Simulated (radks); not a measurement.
Spin polarisation of the 5p5 shell in Cs2+. Start: [Kr] 4d10 5s2 5p(up 2.5, down 2.5); electrons of 5p are moved from spin down to spin up, other shells keep equal spins. Method: non-relativistic Kohn-Sham, r2SCAN, spin-polarised, spherical densities, point nucleus; meta-GGA in the generalised Kohn-Sham scheme; computed with a radial shooting solver on a logarithmic mesh with Libxc functionals.

moment (Bohr magnetons),E - E(0) (eV),e(5p up) (eV),e(5p down) (eV),5s down minus up (eV),4d down minus up (eV),4p down minus up (eV)
0,0.000,-29.036,-29.036,0.000,0.000,0.000
0.25,-0.015,-29.157,-28.911,0.257,0.039,0.028
0.5,-0.062,-29.274,-28.780,0.514,0.077,0.057
0.75,-0.139,-29.386,-28.645,0.772,0.116,0.085
1,-0.247,-29.495,-28.504,1.032,0.154,0.114

At moment 1 the spin-polarisation energy is -0.247 eV and the 5p exchange splitting 0.991 eV, that is 0.991 eV per Bohr magneton; E = -I m^2/4 would give I = 0.988 eV.
